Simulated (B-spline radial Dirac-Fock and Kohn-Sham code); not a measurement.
**X-ray emission lines of W²⁶⁺**

System: tungsten as W²⁶⁺ in the configuration [Kr] 4d10 4f2.

Input file task.json (cfg lists n, l and occupation; rrms is the nuclear radius in fm):

```json
{"items": [{
  "Z": 74,
  "q": 26,
  "cfg": [[1, 0, 2], [2, 0, 2], [2, 1, 6], [3, 0, 2], [3, 1, 6], [3, 2, 10], [4, 0, 2], [4, 1, 6], [4, 2, 10], [4, 3, 2]],
  "A": 184,
  "rrms": 5.3658,
  "do": ["binding"]
}]}
```

Run with: `python xray_run.py task.json out`

Model: Dirac-Fock energy differences between relaxed states, corrected for Breit and QED terms. Program: a radial atomic solver. A line energy is the difference of two single-hole energies; the list is a selection of electric-dipole transitions between resolved j subshells. No correlation.

```csv
line,energy (eV),wavelength (Å)
Kβ2' (K-N3),69173.6,0.17924
Kβ2'' (K-N2),69094.3,0.17944
Kβ1 (K-M3),67229.4,0.18442
Kβ3 (K-M2),66934.6,0.18523
Kα1 (K-L3),59308.7,0.20905
Kα2 (K-L2),57972.5,0.21387
Lγ3 (L1-N3),11766.5,1.0537
Lγ2 (L1-N2),11687.1,1.0609
Lγ1 (L2-N4),11379.0,1.0896
Lγ5 (L2-N1),11015.0,1.1256
Lβ2 (L3-N5),10058.5,1.2326
Lβ15 (L3-N4),10042.7,1.2346
```

Values without a named source are computed, but for edge energies of neutral atoms, which are taken from tables.
